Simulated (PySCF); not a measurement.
# Computed properties of Cl3HOZr, SMILES [OH][Zr]([Cl])([Cl])[Cl], multiplicity 1

Zr(Cl)3(OH) (Cl3HOZr), SMILES [Zr]([Cl])([Cl])([Cl])[OH], multiplicity 1. Geometry: PBE0-D3(BJ)/def2-SVP. The multiplicity is an assumed one; no other spin state was optimised. The isomer is the one that the SMILES or the coordinates give; other isomers of the formula were not compared. The def2 effective core potentials stand for the cores of Zr; spin–orbit coupling is left out. The values are those of a single conformer. All values are computed for the isolated molecule unless a solvent is named; none is compared with measurement here.

**Structure.** The optimised structure has C3v symmetry. All 12 harmonic modes at PBE0-D3(BJ)/def2-SVP (PySCF) are real, so it is a minimum. With heavy atoms numbered as in [Zr:1]([Cl:2])([Cl:3])([Cl:4])[OH:5], the shortest bond between them is Zr1–O5 at 1.878 Å and the longest Zr1–Cl3 at 2.342 Å.

**Vibrations.** The strongest infrared lines (harmonic, unscaled, degenerate partners summed) lie at 3996 cm⁻¹ (451 km/mol, H 94 %), 328 cm⁻¹ (306 km/mol, H 79 %, O 18 %), 423 cm⁻¹ (288 km/mol, Cl 59 %, Zr 39 %). The softest mode is at 95 cm⁻¹ and the zero-point energy is 10.4 kcal/mol.

**Electronic structure.** M06-2X/def2-TZVP (PySCF) places the frontier levels at -10.62 and -1.20 eV, a gap of 9.42 eV, and gives a dipole moment of 2.96 D and a mean polarisability of 77.9 bohr³. PBE/def2-TZVP (PySCF) at the same geometry gives -7.92 and -2.78 eV, so its gap is 4.28 eV narrower. An orbital gap is neither the optical nor the fundamental gap.

**Excitations.** TDA-CAM-B3LYP/def2-SVPD (PySCF) has S1 at 6.13 eV (202 nm, f = 0.000, dark); the most intense of the 10 singlets computed lies at 6.36 eV (f = 0.07). Strengths of degenerate partners are summed. T1 (TDA) is at 5.78 eV, 0.35 eV under S1. No vertical singlet excitation falls in the visible range (under 3.1 eV).
